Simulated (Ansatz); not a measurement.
Input for Ansatz (a first-principles code): R-CCSD(T)/aug-cc-pVTZ on CH3Br (SMILES CBr). The run froze 15 orbitals, filled d shells among them.

Ansatz 0.2 input:
```yaml
crystal:
  periodic: [false, false, false]
  atoms:
    - {symbol: C, position_ang: [-0.25169757, 1.04142143, 3.83770610]}
    - {symbol: Br, position_ang: [-0.17348475, -0.92226967, 3.77191780]}
    - {symbol: H, position_ang: [-1.19015063, 1.30745187, 4.30993531]}
    - {symbol: H, position_ang: [-0.20193297, 1.39460363, 2.81415225]}
    - {symbol: H, position_ang: [0.59898977, 1.37497774, 4.42040558]}
basis:
  gaussian:
    orbitals: aug-cc-pVTZ
magnetization: {spin_polarized: false}
correlation: {method: ccsd_t, electrons: outside_noble_gas}
scf: {lower_state_search: off}
```

Output:

```
WARN ansatz: RAYON_NUM_THREADS=1 ignored (pool sized by the plan → 1); use --threads N
Functional definition: HF
these checks for a lower state are left out or cut short: stability, starts, cluster_reference, orbital_swaps, neighbouring_geometries, increment
integrals: 0.55 GiB planned
1012 factors; integrals over basis functions are off by at most 1.1e-3 eV
mean field: 0.47 GiB planned
mean field evaluation 1: about -71077.8939 eV, gradient 1.6e1 eV
mean field evaluation 2: about -71077.9201 eV, gradient 1.6e1 eV
mean field evaluation 4: about -71078.6513 eV, gradient 2.0e0 eV
mean field evaluation 8: about -71078.6657 eV, gradient 8.6e-2 eV
mean field -71078.66569338 eV, -2612.0927853817 hartree, gradient 2.6e-6 eV, S^2 0.000000; 0 other end points of the search recorded, 0 dependent functions left out
15 core orbitals not correlated
reference -71078.66569338 eV, -2612.0927853817 hartree; 7, 7 occupied and 152, 152 virtual orbitals, 1012 factors
second order -9.58853727 eV of doubles, -0.00000000 eV of singles
coupled cluster: 1.41 GiB planned
cycle   1  -10.09494377 eV  change   -5.1e-1 eV  update   6.2e-2
cycle   2  -10.32880715 eV  change   -2.3e-1 eV  update   1.8e-2
cycle   3  -10.36906114 eV  change   -4.0e-2 eV  update   7.4e-3
cycle   4  -10.36701701 eV  change    2.0e-3 eV  update   1.7e-3
cycle   5  -10.36712355 eV  change   -1.1e-4 eV  update   5.8e-4
cycle   6  -10.36717064 eV  change   -4.7e-5 eV  update   1.7e-4
cycle   7  -10.36717179 eV  change   -1.1e-6 eV  update   5.2e-5
cycle   8  -10.36718419 eV  change   -1.2e-5 eV  update   1.8e-5
cycle   9  -10.36718453 eV  change   -3.5e-7 eV  update   4.6e-6
perturbative correction -0.41290119 eV, -0.0151738389 hartree
Total energy: -71089.44577910 eV, -2612.4889462249 hartree
Checks for a lower state left out: stability, starts, cluster_reference, orbital_swaps, neighbouring_geometries, increment
```

The run converged.

Cost: very roughly 10 core-seconds.
